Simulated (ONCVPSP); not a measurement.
Varying the ONCV potential for Tc

Base potential:

ONCVPSP 4.0.1 input, shortened (lines: element, Z, core and valence counts, functional; n l f; lmax; l rc ep ncon nbas qcut; lloc lpopt rc5 dvloc0; l nproj debl; icmod fcfact rcfact), PBE, scalar-relativistic:

```
  Tc 43.00    7    3        4      upf
    1    0    2.00
    2    0    2.00
    2    1    6.00
    3    0    2.00
    3    1    6.00
    3    2   10.00
    4    0    2.00
    4    1    6.00
    4    2    5.00
    5    0    2.00
    3
    0    2.85    0.00    3    7    2.50
    1    1.30    0.00    3    7    5.40
    2    1.95    0.00    4    8    8.10
    3    2.60    0.30    4    7    4.10
    4    5    0.95    0.00
    0    3    1.70
    1    2    1.90
    2    3    1.00
    3    2    1.80
    0    0.00    0.00
```

Cutoffs, loose and tight: the cutoffs (Ha) at which the residual kinetic energy of the hardest occupied pseudo-wave falls to 1 and 0.1 mHa per electron. They do not see the model core or the augmentation charge, which bear on the density cutoff. Test errors are all-electron minus pseudo excitation energies from the reference, over the configurations 4p6 4d5 5s1; 4p6 4d5 5s0; 4p6 4d4 5s0; 4p6 4d5 5s1 5p1. A dash means not determined; rows that change the core or the reference have their own tests.

A true bound ghost makes a file unfit for plane-wave use even where its test errors are small: the radial tests pick states by their node count and pass the ghost by.

```tsv
change	outcome	cutoff, loose	cutoff, tight	bound ghosts	GHOST(+) flags above zero	largest test error (meV)
base	generated	33 Ha	102 Ha	s	s, f	-32
all radii scaled by about 0.79 (s 2.24, p 1.02, d 1.54, f 2.04 bohr); local potential polynomial inside 0.74 bohr (lpopt 5, dvloc0 0 Ha)	generated	141 Ha	218 Ha	s	s, p, f	+72
all radii scaled by about 0.83 (s 2.36, p 1.08, d 1.62, f 2.16 bohr); local potential polynomial inside 0.78 bohr (lpopt 5, dvloc0 0 Ha)	generated	126 Ha	199 Ha	s	s, p, f	+74
all radii scaled by about 0.96 (s 2.74, p 1.24, d 1.88, f 2.50 bohr); local potential polynomial inside 0.92 bohr (lpopt 5, dvloc0 0 Ha)	generated	65 Ha	139 Ha	s	s, f	+43
all radii scaled by about 1.03 (s 2.94, p 1.34, d 2.02, f 2.68 bohr); local potential polynomial inside 0.98 bohr (lpopt 5, dvloc0 0 Ha)	generated	20 Ha	91 Ha	s	s, d, f	-35
all radii scaled by about 1.07 (s 3.04, p 1.38, d 2.08, f 2.78 bohr); local potential polynomial inside 1.02 bohr (lpopt 5, dvloc0 0 Ha)	generated	20 Ha	81 Ha	s	s, d, f	-41
all radii scaled by about 1.22 (s 3.46, p 1.58, d 2.38, f 3.16 bohr); local potential polynomial inside 1.16 bohr (lpopt 5, dvloc0 0 Ha)	generated	18 Ha	22 Ha	s	s, f	-154
all radii scaled by about 1.34 (s 3.80, p 1.74, d 2.60, f 3.48 bohr); local potential polynomial inside 1.26 bohr (lpopt 5, dvloc0 0 Ha)	generated	16 Ha	19 Ha	s	s, f	-299
```

Task: What comes out with this change to the base: all radii scaled by about 1.16 (s 3.30, p 1.50, d 2.26, f 3.00 bohr); local potential polynomial inside 1.10 bohr (lpopt 5, dvloc0 0 Ha)?

Result: outcome: generated; cutoff, loose: 19 Ha; cutoff, tight: 23 Ha; bound ghosts: s; GHOST(+) flags above zero: s, f; largest test error (meV): -98.

Task: What comes out with this change to the base: all radii scaled by about 0.88 (s 2.52, p 1.14, d 1.72, f 2.30 bohr); local potential polynomial inside 0.84 bohr (lpopt 5, dvloc0 0 Ha)?

Result: outcome: generated; cutoff, loose: 111 Ha; cutoff, tight: 176 Ha; bound ghosts: s; GHOST(+) flags above zero: s, f; largest test error (meV): +68.

Task: What comes out with this change to the base: all radii scaled by about 1.26 (s 3.60, p 1.64, d 2.46, f 3.28 bohr); local potential polynomial inside 1.20 bohr (lpopt 5, dvloc0 0 Ha)?

Result: outcome: generated; cutoff, loose: 18 Ha; cutoff, tight: 21 Ha; bound ghosts: s; GHOST(+) flags above zero: s, f; largest test error (meV): -211.

Reading the sweep of the scale of all radii (base = 1) (base included, trends over the rows without a ghost): Bound ghosts are found at 0.79, 0.83, 0.88, 0.96, 1, 1.03, 1.07, 1.16, 1.22, 1.26, 1.34. Every judged row has one, so this setting neither creates nor removes them.
